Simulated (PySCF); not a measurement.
Polarisability and C₆ of Rb (rubidium, neutral)

[Kr] 5s1, 2S determinant. Computed with PySCF 2.14 in x2c-QZVPPall with one added diffuse shell each of s, p, d, f, g type (14s9p8d4f3g, 136 functions), with scalar relativity by spin-free X2C-1e. Coupled (time-dependent) response in atomic units; α is the mean over directions.

```tsv
method	mean α (bohr³)	C₆ (like pair)	S(−4)
UHF	482.6	8533	214400
PBE	363.0	5639	121200
```

S(−4) is the Cauchy moment in α(ω) = α(0) + S(−4) ω² + …

Reference α: 319.8 ± 0.3 bohr³ (recommended; Schwerdtfeger and Nagle, table of static dipole polarizabilities (2023 update)). Published C₆: 4769 (Chu and Dalgarno (2004); Tang, Norbeck and Certain (1976)).

Hartree-Fock lies above the reference because it lacks correlation, which contracts the outer shell.

α(iu) at UHF:

| u (hartree) | α(iu) (bohr³) |
| --- | --- |
| 0 | 482.6 |
| 0.0500 | 231.2 |
| 0.100 | 94.68 |
| 0.200 | 33.35 |
| 0.300 | 19.34 |
| 0.500 | 10.82 |
| 0.750 | 6.964 |
| 1.00 | 4.947 |
| 1.50 | 2.851 |
| 2.00 | 1.839 |
| 3.00 | 0.9439 |
| 5.00 | 0.3917 |

A single London oscillator, α(iu) = α/(1 + u²/ω²), gives C₆ = (3/4) ω α². Matching the computed C₆ needs ω = 4 × 8533 / (3 × 482.6²) = 0.0489 hartree.
